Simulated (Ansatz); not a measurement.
# Relaxing a trial structure of GeH5SSi−

The starting geometry of this gas-phase singlet was optimised with GFN2-xTB; its bonds are those of `[SiH3][GeH2][S-]`.

```xyz
8

Ge    0.3847   -0.0938   -1.8357
S    -1.5579    0.3630   -2.4848
Si    0.8622   -0.4880    0.4199
H     0.6055    0.6356    1.3320
H     2.2794   -0.8037    0.6567
H     0.1522   -1.6175    1.0368
H     1.0310   -1.3274   -2.5754
H     1.4703    0.9651   -2.2686
```

Question: Predict what becomes of its bonds when it is optimised with r2SCAN-D4/def2-SVPD.

Answer: It keeps its bonds, and is `[SiH3][GeH2][S-]`.

The energy falls by 0.14 eV over 7 steps:

```
step  E − E(last) (eV)
   1             0.137
   2             0.034
   3             0.009
   4             0.005
   5             0.002
   6             0.000
   7             0.000
```

Final geometry (Å):

```yaml
atoms:
  - { symbol: Ge, position_ang: [0.4563, -0.0975, -1.9180] }
  - { symbol: S, position_ang: [-1.6042, 0.3521, -2.3049] }
  - { symbol: Si, position_ang: [0.8904, -0.4931, 0.4189] }
  - { symbol: H, position_ang: [0.5458, 0.6947, 1.2736] }
  - { symbol: H, position_ang: [2.3239, -0.8242, 0.7727] }
  - { symbol: H, position_ang: [0.0830, -1.6373, 0.9652] }
  - { symbol: H, position_ang: [1.0363, -1.3718, -2.6226] }
  - { symbol: H, position_ang: [1.4959, 1.0103, -2.3040] }
```

Frequencies at the end are all real (lowest 95 cm⁻¹). Run with Ansatz 0.2.0, 40 s on 2 threads of Intel(R) Xeon(R) Processor @ 2.50GHz (Skylake/Cascade Lake) (shared host).
